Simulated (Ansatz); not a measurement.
Two isomers of CH5SSb: A = `S[CH2][SbH2]`, B = `C[S][SbH2]`.

Program: Ansatz. Geometries: PBE0-D4/def2-TZVP. ΔE: electronic, gas phase. CCSD(T)/CBS is the MP2 limit (def2-TZVPP, def2-QZVPP) plus CCSD(T) − MP2 in def2-TZVPP, frozen cores. Functionals use def2-TZVPP. B3LYP here is the variant with VWN-RPA as its local correlation; programs differ in this. Elements past krypton have def2 core potentials. For Sb outer-core shells are correlated without core-valence functions, which leaves a few kJ/mol of doubt a bond. One conformer a species, not always the lowest.

(1) Which isomer does CCSD(T)/CBS put lower? Give the gap. (An estimate is asked.)

(2) Give E(B) − E(A) in kJ/mol with PBE-D4, CCSD(T)/def2-TZVPP, LDA (SPW92), B3LYP, B3LYP-D4, HF/def2-TZVPP, BLYP-D4. (Best estimate.)

(3) Does the order hold for the free energy at 298.15 K (harmonic terms from PBE0-D4)? (Best estimate.)

Largest T1 diagnostic: 0.013.

Answers

(1) Computed: B, by 68.9 kJ/mol.

(2) Ansatz gave: PBE-D4 -75.4, CCSD(T)/def2-TZVPP -64.1, LDA (SPW92) -71.0, B3LYP -76.3, B3LYP-D4 -75.6, HF/def2-TZVPP -76.4, BLYP-D4 -75.8. None reverses the order clearly.

(3) The calculation gave: Yes: G(B) − G(A) = -64.0 kJ/mol, for one conformer each. Modes under 60 cm⁻¹, often nearly free rotors, make the harmonic entropy too high.

Leaving LDA and LC-ωPBE aside and taking each functional with its dispersion term where it has one, the values, not all of them listed here, spread over 7.1 kJ/mol, from B97M-V to ωB97X-V. LDA lies +4.8 kJ/mol from PBE without D4. In def2-TZVPP, CCSD(T) changes the Hartree–Fock value by +12.3 kJ/mol (the triples alone add +0.3 kJ/mol) and MP2 by +11.6 kJ/mol.
